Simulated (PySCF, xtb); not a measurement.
Si(H)(Cl)(Br)(vinyl) (C2H4BrClSi), SMILES C=C[SiH](Br)Cl. The values are those of a single conformer.

Harmonic wavenumbers (cm⁻¹) from GFN2-xTB (xtb) at its own minimum, in rising order: 57, 116, 123, 177, 351, 393, 491, 527, 640, 665, 736, 930, 1011, 1022, 1273, 1417, 1661, 2321, 3030, 3085, 3108.

**Question.** What does PBE0-D3(BJ)/def2-SVP (PySCF) give at its own minimum? (The exact figures need the calculation; the answer reports its results.)

**Answer.** 78, 136, 144, 211, 355, 423, 520, 582, 691, 790, 822, 1003, 1010, 1026, 1268, 1415, 1690, 2277, 3146, 3162, 3249. Paired by order, the mean absolute difference is 46 cm⁻¹ and the zero-point energies are 33.1 and 34.3 kcal/mol.
